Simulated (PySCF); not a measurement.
# Telling isomers of C₈H₁₃N apart by NMR

Theoretical values (PySCF 2.14.0 with density-fitted response routines): geometry from GFN2-xTB, shieldings: GIAO PBE0/pcSseg-1. Relativity neglected, gas phase, single conformer, one averaged value for each set of equivalent atoms.

Scale: ¹H, ¹³C vs TMS (reference shieldings calculated alike). Where no couplings were computed, multiplicities follow the n + 1 count of equivalent neighbours, and m marks all less simple cases (inequivalent or close neighbours, rings, F or P nearby). Shifts are as computed. Against solution values, carbons near 30 ppm lie about +3 ppm off and those near 130 ppm about +5 ppm. Of 1211 compounds with measured shifts, 218 miss one by over three times the rms of a fit or turn the order of signals round; such compounds aren't used in these exercises. OH and NH positions are gas-phase values without hydrogen bonding to other molecules.

(1) Tabulate the signals of `C1=CCN(C2CCC2)C1`, `C=C(C)[C@H]1C=NCCC1`, `C=C/C=C/N=C\CCC`, `[H]/N=C\[C@@H]1CCC[C@H]2C[C@H]21` and their relative energies.

(2) What is the quickest way to tell C=C(C)[C@H]1C=NCCC1 from [H]/N=C\[C@@H]1CCC[C@H]2C[C@H]21?

(3) What is the quickest way to tell C1=CCN(C2CCC2)C1 from C=C/C=C/N=C\CCC?

(4) What is the quickest way to tell C1=CCN(C2CCC2)C1 from [H]/N=C\[C@@H]1CCC[C@H]2C[C@H]21?

Results:

(1) 
| SMILES | carbon types | δC | δH | E rel. (kcal/mol) |
| --- | --- | --- | --- | --- |
| C1=CCN(C2CCC2)C1 | 3×CH 5×CH2 | 135.1, 63.1, 60.5, 28.6, 14.9 | 5.86 (m, 2H), 3.68 (m, 4H), 2.97 (m, 1H), 2.04 (m, 2H), 2.00 (m, 2H), 1.89 (m, 1H), 1.86 (m, 1H) | 16.5 |
| C=C(C)[C@H]1C=NCCC1 | 1×C 2×CH 4×CH2 1×CH3 | 169.3, 156.1, 120.0, 53.0, 52.6, 27.9, 25.7, 21.3 | 7.67 (d, 1H), 5.25 (m, 1H), 5.22 (m, 1H), 4.21 (m, 1H), 3.71 (m, 1H), 2.70 (m, 1H), 1.80 (s, 3H), 1.69 (m, 1H), 1.63 (m, 1H), 1.61 (m, 1H), 1.58 (m, 1H) | 0.0 |
| C=C/C=C/N=C\CCC | 4×CH 3×CH2 1×CH3 | 169.2, 143.8, 143.6, 130.2, 119.9, 39.0, 23.3, 15.8 | 7.58 (t, 1H), 7.27 (d, 1H), 6.56 (m, 1H), 6.05 (m, 1H), 5.39 (m, 1H), 5.26 (m, 1H), 2.14 (m, 2H), 1.53 (m, 2H), 0.87 (t, 3H) | 17.8 |
| [H]/N=C\[C@@H]1CCC[C@H]2C[C@H]21 | 4×CH 4×CH2 | 180.7, 50.1, 28.7, 27.3, 22.2, 14.6, 14.1, 13.3 | 10.37 (br s, 1H), 8.17 (d, 1H), 2.21 (m, 1H), 2.13 (m, 1H), 1.56 (m, 1H), 1.43 (m, 1H), 1.26 (m, 1H), 1.23 (m, 1H), 1.13 (m, 1H), 1.11 (m, 1H), 0.85 (m, 1H), 0.67 (m, 1H), -0.17 (m, 1H) | 4.2 |

Energies are electronic energies at PBE0/pcSseg-1 on these geometries, without zero-point or thermal terms, each for the one conformer computed, which needn't be the lowest.

(2) Both give the same number of carbon signals, but DEPT or the intensities differ. The first has a fully substituted alkene carbon (C) at 156.1 ppm, the second a three-membered-ring carbon (CH) at 13.3 ppm. Their most deshielded carbons lie at 169.3 and 180.7 ppm. In the proton spectra the most deshielded non-exchanging signals are 7.67 (d, 1H) and 8.17 (d, 1H).

(3) Count the carbon signals: 5 against 8. The first has an sp3 CH bonded to N at 60.5 ppm, the second a methyl carbon (CH3) at 15.8 ppm. Their most deshielded carbons lie at 135.1 and 169.2 ppm. In the proton spectra the most deshielded non-exchanging signals are 5.86 (m, 2H) and 7.58 (t, 1H).

(4) Count the carbon signals: 5 against 8. The first has an alkene CH at 135.1 ppm, the second a three-membered-ring carbon (CH) at 13.3 ppm. Their most deshielded carbons lie at 135.1 and 180.7 ppm. In the proton spectra the most deshielded non-exchanging signals are 5.86 (m, 2H) and 8.17 (d, 1H).
